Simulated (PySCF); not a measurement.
**A small calculation by hand: oscillator strength and radiative lifetime**

C2H9ClOSi2, SMILES CO[Si@H](Cl)[SiH2]C.

Geometry: r2SCAN-D4/def2-SVP. The structure was generated by enumeration; whether it is a known compound was not checked. The values are those of a single conformer.

TDA-ωB97X/def2-SVPD (PySCF) puts the first singlet state with f over 0.02 at 6.82 eV (vertical), with the transition dipole (0.045, 0.459, -0.236) in atomic units.

Problem. Find the oscillator strength, the wavelength and the radiative lifetime that this transition would have in vacuum if emission retraced absorption.

Solution. 
|μ|² = 0.2684 au, so |μ| = 1.32 D. ΔE = 6.82/27.211 = 0.2506 hartree. f = (2/3) ΔE |μ|² = 0.045 (the program prints 0.045).
λ = 1239.84/6.82 = 182 nm; ν = 55007 cm⁻¹.
Einstein's coefficient A = 0.6670 ν² f s⁻¹ (ν in cm⁻¹) = 9.1e7 s⁻¹, so τ = 1/A = 11 ns. This state is S1. The figure is the radiative limit of this one transition; relaxation, internal conversion, crossing to triplets and a medium change what is measured.
